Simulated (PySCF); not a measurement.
C2H7NSi3, SMILES C#C[SiH]1[SiH2]N[SiH2]1. Atoms are numbered in the order given.

```xyz
13

C      3.3234     0.6881     0.0000
C      2.2719     0.0730     0.0000
Si     0.6653    -0.8022     0.0000
Si    -0.9829     0.0794     1.4469
N     -1.8769     0.5396     0.0000
Si    -0.9829     0.0794    -1.4469
H      4.2528     1.2278     0.0000
H      0.8783    -2.2761     0.0000
H     -0.5727     1.2330     2.3047
H     -1.7185    -0.8839     2.3243
H     -2.7760     1.0158     0.0000
H     -1.7185    -0.8839    -2.3243
H     -0.5727     1.2330    -2.3047
```

Geometry: B3LYP-D3(BJ)/def2-SVP. This is a generated structure with no PubChem entry under its InChIKey; it may be hypothetical.

Two levels are set side by side: PBE/pcSseg-1 (PySCF) and HF/pcSseg-1 (PySCF). GIAO shifts against NH3 (¹⁵N), TMS (²⁹Si), TMS (¹H), TMS (¹³C) at the same level; non-relativistic, no solvent, atoms listed together averaged. Differences are taken from unrounded values.

| quantity | HF | PBE | PBE minus HF |
|---|---|---|---|
| δ(¹³C) of C1 (ppm) | 116.6 | 109.5 | -7.1 |
| δ(¹³C) of C2 (ppm) | 81.8 | 82.1 | 0.3 |
| δ(²⁹Si) of Si3 (ppm) | -64.1 | -76.9 | -12.8 |
| δ(²⁹Si) of Si4, Si6 (ppm) | -23.7 | -14.6 | 9.0 |
| δ(¹⁵N) of N5 (ppm) | 12.2 | 31.6 | 19.4 |
| δ(¹H) of H7 (ppm) | 3.26 | 2.87 | -0.39 |
| δ(¹H) of H8 (ppm) | 4.53 | 5.09 | 0.55 |
| δ(¹H) of H9, H10, H12, H13 (ppm) | 5.08 | 6.09 | 1.02 |
| δ(¹H) of H11 (ppm) | 0.37 | 0.11 | -0.25 |

Rough cost on one machine, each run with all the roots and properties that it gave: HF against PBE within a factor of 2.
